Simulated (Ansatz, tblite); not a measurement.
Removing an electron: Si(OMe)Me3 (C4H12OSi). The state is a singlet with charge 0. Geometry: r2SCAN-D4/def2-SVP. Ansatz, gas phase; energy differences of separate SCF runs; the oxidised species was run as a doublet alone.

```xyz
18

Si   -0.3005   -0.0243    0.2197
O     0.9490   -1.1364    0.0594
C     2.0503   -0.9681   -0.7944
H     1.7500   -0.8853   -1.8577
H     2.7117   -1.8447   -0.7015
H     2.6465   -0.0692   -0.5411
C    -1.1496    0.2243   -1.4379
H    -1.5148   -0.7336   -1.8436
H    -0.4733    0.6699   -2.1861
H    -2.0167    0.8989   -1.3405
C     0.3784    1.6138    0.8413
H     0.9173    1.4836    1.7942
H    -0.4348    2.3389    1.0130
H     1.0761    2.0720    0.1209
C    -1.4641   -0.7864    1.4651
H    -0.9518   -0.9609    2.4250
H    -1.8417   -1.7575    1.1066
H    -2.3321   -0.1349    1.6576
```

The xTB rows come from tblite. Correlated methods freeze 10 core orbitals. The rows differ in basis, and correlated rows in double-zeta sets carry the largest basis error. In CCSD on the charge 1 doublet the largest single amplitude is 0.32, so its Hartree–Fock determinant may place the open shell otherwise than the density functionals do. HOMO above LUMO, or a gap near zero within one spin, warns that the state may not be the lowest or that an electron is smeared out.

| level | −HOMO (eV) | vertical IE (eV) | −LUMO (eV) | HOMO–LUMO gap (eV) | remarks |
| --- | --- | --- | --- | --- | --- |
| GFN2-xTB | 10.56 | 13.28 | 3.40 | 7.16 | – |
| HF/def2-SVP | – | 9.03 | – | – | – |
| PBE-D4/def2-TZVP | 6.09 | 9.10 | -0.11 | 6.20 | gap within one spin near zero (+1 doublet) |
| CCSD/def2-SVP | – | 9.77 | – | – | – |
| CCSD(T)/def2-SVP | – | 9.71 | – | – | – |

(1) Estimate the rows for GFN1-xTB, PBE0-D4/def2-TZVP, r2SCAN0-D4/def2-TZVP, MP2/def2-SVP.

## Answers

(1) 
```csv
level,−HOMO (eV),vertical IE (eV),−LUMO (eV),HOMO–LUMO gap (eV)
GFN1-xTB,11.42,14.05,4.00,7.42
PBE0-D4/def2-TZVP,7.58,9.50,-0.88,8.46
r2SCAN0-D4/def2-TZVP,7.81,9.58,-1.36,9.17
MP2/def2-SVP,–,10.25,–,–
```

  Raw xTB energy differences between charge states are shifted by several eV; the methods need an empirical correction for them.
